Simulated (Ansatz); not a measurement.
Start from `[CH3][Ga]([Cl])[Cl]` and change one atom or group to get `[SiH3][O][Ga]([Cl])[Cl]`.

Ansatz, PBE0-D4/def2-TZVP geometries, multiplicity 1. Each molecule was computed in one conformer, which needn't be the lowest.

Scalar relativity is left out up to krypton.

| property | `[CH3][Ga]([Cl])[Cl]` |
| --- | --- |
| LUMO energy (ωB97M-V/def2-TZVPP) / eV | 0.55 |
| LUMO energy (PBE0/def2-TZVPP) / eV | -1.19 |
| HOMO–LUMO gap (PBE0/def2-TZVPP) / eV | 7.60 |
| size of the dipole moment (PBE/def2-TZVPP) / D | 2.71 |
| HOMO–LUMO gap (ωB97M-V/def2-TZVPP) / eV | 11.52 |
| HOMO energy (PBE/def2-TZVPP) / eV | -7.46 |

(1) Give the same properties after the change, and the shifts. (Best estimate.)

Answers

(1) Ansatz gave: 
| property | `[SiH3][O][Ga]([Cl])[Cl]` | shift |
| --- | --- | --- |
| LUMO energy (ωB97M-V/def2-TZVPP) / eV | 0.19 | -0.36 |
| LUMO energy (PBE0/def2-TZVPP) / eV | -1.72 | -0.53 |
| HOMO–LUMO gap (PBE0/def2-TZVPP) / eV | 7.31 | -0.29 |
| size of the dipole moment (PBE/def2-TZVPP) / D | 0.53 | -2.18 |
| HOMO–LUMO gap (ωB97M-V/def2-TZVPP) / eV | 11.51 | -0.01 |
| HOMO energy (PBE/def2-TZVPP) / eV | -7.61 | -0.15 |

With PBE0 the HOMO falls by 0.24 eV and the LUMO falls by 0.53 eV, so the gap narrows by about 0.29 eV. PBE moves the HOMO by -0.15 eV and ωB97M-V by -0.35 eV. Dipoles are sizes alone; their direction can turn.
